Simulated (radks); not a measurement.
Task: Cl+, 16 electrons, occupied as [Ne] 3s2 3p4 (the NIST ground configuration). Calculated with a radial shooting solver on a logarithmic mesh with Libxc functionals: scalar-relativistic Kohn-Sham, exchange-only LDA, spin-polarised, spherical densities, point nucleus; open shells are filled with parallel spins first. Some entries of the table are withheld. Estimate them.

orbital  occ.  eigenvalue (eV)  <r> (bohr)
1s up       1        -2752.571     0.09122
1s down     1        -2752.156     0.09121
2s up       1        -262.6978      0.4463
2s down     1        -262.2142      0.4458
2p up       3        -202.6626      0.4080
2p down     3        -202.0713      0.4075
3s up       1         -31.7183       1.490
3s down     1         -29.0943       1.503
3p up       3              (1)         (2)
3p down     1              (3)         (4)

Result: 
(1) 3p up eigenvalue (eV): -19.1579
(2) 3p up <r> (bohr): 1.704
(3) 3p down eigenvalue (eV): -16.7091
(4) 3p down <r> (bohr): 1.746
